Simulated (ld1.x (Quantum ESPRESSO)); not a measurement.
Values are calculated unless marked as measured or tabulated.
# Hardness and transferability of assorted potentials

Generated with ld1.x 7.5 (TM, RRKJ, ultrasoft, PAW), atompaw 4.2 or ONCVPSP 4.0.1. The cutoff is in Ry: for ld1.x and atompaw files where the sum of valence levels is converged to 10 mRy in a Bessel basis, for ONCV files where the hardest occupied wave has 1 mHa per electron of residual kinetic energy. The error is the largest all-electron minus pseudo excitation energy over each file’s own four to seven test configurations (ionisations up to +4, promotions, holes and added fractions of an electron), all of which were solved. The labels leave out finer settings (local radius, basis sizes, second energies), which also bear on the numbers. Spin-polarised tests are not counted. The rows are a selection from randomly drawn settings: files with unsolved tests, undetermined cutoffs or missed reference levels are left out.

A true bound ghost makes a file unfit for plane-wave use even where its test errors are small: the radial tests pick states by their node count and pass the ghost by.

```csv
element,potential,cutoff (Ry),largest error (meV),bound ghosts
Si,"ultrasoft, PBE, scalar-relativistic, rc 1.65/1.50 (sp), local smoothed, core correction no, reference 3s1.75 3p2.25",12,+23,p
Ge,"TM, LDA (PZ), scalar-relativistic, rc 1.90/2.45/1.85 (spd), local s, core correction no, reference 4s2 4p2",25,+249,d
Tc,"TM, PW91, scalar-relativistic, rc 2.10/3.60/1.90/3.60 (spdf), local s, core correction yes, reference 4d5 5s2 5p0",45,-1058,none
Pr,"TM, PBEsol, non-relativistic, rc 1.80/2.65/3.35/1.05 (spdf), local smoothed, core correction yes, reference 4f2 5s2 5p6 5d0 6s0 6p0",260,-900,none
Tl,"RRKJ, PBEsol, scalar-relativistic, rc 1.55/3.15/2.00 (spd), local s, core correction no, reference 5d10 6s2 6p1",45,+75,none
```

**Question.** Fill in the row for He: RRKJ, PBE, scalar-relativistic, rc 0.50 (s), local s, core correction no, reference 1s2.

**Answer.** cutoff 180 Ry, largest error +1.4 meV, bound ghosts: none.
